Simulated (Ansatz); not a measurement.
Isolated molecules relaxed with PBE0-D4/def2-TZVP in Ansatz; ΔE leaves out vibrations. CCSD(T)/CBS is the MP2 limit (def2-TZVPP, def2-QZVPP) plus CCSD(T) − MP2 in def2-TZVPP, frozen cores. This one scheme is used for every species. DFT in def2-TZVPP. B3LYP here is the variant with VWN-RPA as its local correlation; programs differ in this. One conformer a species, not always the lowest.

Reaction (formal exchange of groups at a C–Si bond): `[SiH3]C1=CC1` + `CF` → `FCC1=CC1` + SiH₄

Q: Is it downhill or uphill in electronic energy at CCSD(T)/CBS, and by how much? (Best estimate.)

A: Ansatz gave: Uphill: ΔE = +41.6 kJ/mol.

Q: What do these levels give: revPBE-D4, B3LYP-D4, r2SCAN0-D4, BHLYP-D4, CAM-B3LYP-D4, B2PLYP, r2SCAN, BHLYP, MP2/def2-SVP, HF/def2-QZVPP, MP2/def2-QZVPP, HF/CBS(def2)? (Estimate.)

A: The calculation gave: revPBE-D4 35.0, B3LYP-D4 37.8, r2SCAN0-D4 36.6, BHLYP-D4 39.0, CAM-B3LYP-D4 34.6, B2PLYP 38.4, r2SCAN 36.3, BHLYP 36.4, MP2/def2-SVP 29.9, HF/def2-QZVPP 38.1, MP2/def2-QZVPP 43.7, HF/CBS(def2) 38.2 kJ/mol.

Largest T1 diagnostic among the species: 0.011.

At CCSD(T), def2-SVP lies −14.5 kJ/mol from the extrapolated value and def2-TZVPP −3.4 kJ/mol. Leaving LDA and LC-ωPBE aside and taking each functional with its dispersion term where it has one, the values, not all of them listed here, spread over 5.4 kJ/mol, from PBE-D4 to BHLYP-D4. LDA lies −9.5 kJ/mol from PBE without D4.
